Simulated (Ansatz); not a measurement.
Species: C2H3B, SMILES `BC#C` (charge 0, multiplicity 1).

Q: Give a relaxed geometry from B3LYP-D3(BJ)/def2-TZVP run with Ansatz (a program for electronic structure).

A: the end point of this relaxation (outside a Z-matrix the atoms follow the SMILES, hydrogens last).
Bond lengths (Å): B1–C2 1.500, B1–H4 1.189, B1–H5 1.189, C2–C3 1.210, C3–H6 1.064. Angles (°): C2–B1–H4 119.9, C2–B1–H5 119.9, H4–B1–H5 120.1, B1–C2–C3 179.9, C2–C3–H6 180.0.
